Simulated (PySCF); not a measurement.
CaH2O2, SMILES [OH][Ca][OH]. Atoms are numbered in the order given.

```xyz
5

Ca     0.0000     0.0000     0.0197
O      0.0000     2.0384    -0.0190
O      0.0000    -2.0384    -0.0190
H      0.0000     2.9931    -0.0455
H      0.0000    -2.9931    -0.0455
```
Charge 0, spin multiplicity 1.

The structure is a stationary point at B3LYP-D3(BJ)/def2-TZVP. The values are those of a single conformer.

These are TDA-PBE/def2-SVPD (PySCF) values and carry that method's errors.

Vertical excitations.  State labels are in the subgroup C2v.

Problem. Estimate the UV-visible absorptions. (The exact figures need the calculation; the answer reports its results.)

Solution. 
```csv
state,symmetry,energy (eV),λ (nm),f,main pairs
S1,A1,3.86,321,0.050,HOMO−1→LUMO 100 %
S2,B1,3.86,321,0.050,HOMO→LUMO 100 %
S3,B2,4.10,302,0.000,HOMO−2→LUMO 100 %
S4,A2,4.10,302,0.000,HOMO−3→LUMO 100 %
S5,B1,5.53,224,0.000,"HOMO−1→LUMO+1 50 %, HOMO→LUMO+2 49 %"
S6,A1,5.53,224,0.000,"HOMO−1→LUMO+2 50 %, HOMO→LUMO+1 50 %"
S7,B1,5.60,221,0.024,"HOMO→LUMO+2 49 %, HOMO−1→LUMO+1 49 %"
S8,A1,5.61,221,0.026,"HOMO→LUMO+1 49 %, HOMO−1→LUMO+2 48 %"
S9,B1,5.66,219,0.000,"HOMO→LUMO+4 52 %, HOMO−1→LUMO+3 48 %"
S10,A1,5.66,219,0.000,"HOMO−1→LUMO+4 50 %, HOMO→LUMO+3 50 %"
T1,B1,3.75,331,0,HOMO→LUMO 100 %
T2,A1,3.75,331,0,HOMO−1→LUMO 100 %
T3,B2,4.03,308,0,HOMO−2→LUMO 100 %
T4,A2,4.03,308,0,HOMO−3→LUMO 100 %
```
Triplets are in the Tamm–Dancoff approximation.
